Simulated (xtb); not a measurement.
B(F)2(OH) (BF2HO), SMILES OB(F)F. All values are semi-empirical tight-binding results from xtb (GFN2-xTB unless named), good for trends rather than for accurate numbers. Coordinates come from a GFN2-xTB optimisation. Other conformers were not sampled.

```
Quantity                                               Value
---------------------------------------------  -------------
point group as xtb finds it                               Cs
orbital gap                                          8.64 eV
dipole moment                                         2.81 D
zero-point energy                              14.3 kcal/mol
G − E(el) at 298.15 K (modified RRHO)          -2.2 kcal/mol
static polarisability (D4 model)                  25.4 bohr³
solvation energy, GFN2-xTB/ALPB(water)         -7.1 kcal/mol
solvation energy, GFN2-xTB/ALPB(acetonitrile)  -5.3 kcal/mol
```

Computed IR lines (harmonic; lines under 4 % of the strongest left out, lines within 3 cm⁻¹ merged):
ν (cm⁻¹): 418 (w), 583 (s), 856 (w), 902 (m), 1297 (vs), 1431 (vs), 3624 (w) (against the strongest line: vs over 80 %, s over 45 %, m over 15 %, w over 4 %, vw less)
